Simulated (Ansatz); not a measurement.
`C[SiH2][SiH2][SiH3]`, 14 atoms. Charge 0, multiplicity 1. All runs use 4 threads of an AMD EPYC 9R45 on a shared host. Correlated methods freeze the cores.

(1) How many basis functions does each run have, and how long does it take in Ansatz? RKS ωB97M-V/def2-SVP energy; RKS LC-ωPBE/def2-TZVPP energy; RKS HSE06 (plane-wave form)-D4/def2-TZVPP energy; RKS PBE0-D4/def2-SVP energy; RHF-CCSD(T)/def2-SVP energy; RKS PBE0-D4/def2-TZVP relaxation (5 steps); RHF-MP2/def2-QZVPP energy; direct RPA on PBE orbitals/def2-TZVPP energy; RKS PBE0-D4/def2-QZVPP energy; RKS ωB97M-V/def2-QZVPP energy; RKS SPW92 (LDA)/def2-TZVPP energy; RKS PBE0-D4/def2-TZVP frequencies. (Best estimate.)

Answers

(1) Computed: Other jobs shared the machine, so times are rough.

```csv
level,job,functions,wall time,peak host memory (GiB)
RKS PBE0-D4/def2-SVP,energy,118,0.55 s,0.29
RKS SPW92 (LDA)/def2-TZVPP,energy,297,0.8 s,0.44
RKS LC-ωPBE/def2-TZVPP,energy,297,1.5 s,0.67
RKS ωB97M-V/def2-SVP,energy,118,1.8 s,0.42
RHF-CCSD(T)/def2-SVP,energy,118,1.9 s,0.55
RKS HSE06 (plane-wave form)-D4/def2-TZVPP,energy,297,1.9 s,0.91
direct RPA on PBE orbitals/def2-TZVPP,energy,297,2.5 s,0.75
RKS PBE0-D4/def2-QZVPP,energy,567,5.5 s,2.5
RKS PBE0-D4/def2-TZVP,relaxation (5 steps),202,9 s,0.58
RKS ωB97M-V/def2-QZVPP,energy,567,11 s,2.8
RHF-MP2/def2-QZVPP,energy,567,12 s,4
RKS PBE0-D4/def2-TZVP,frequencies,202,89 s,0.58
```

LC-ωPBE has ω = 0.4 bohr⁻¹.
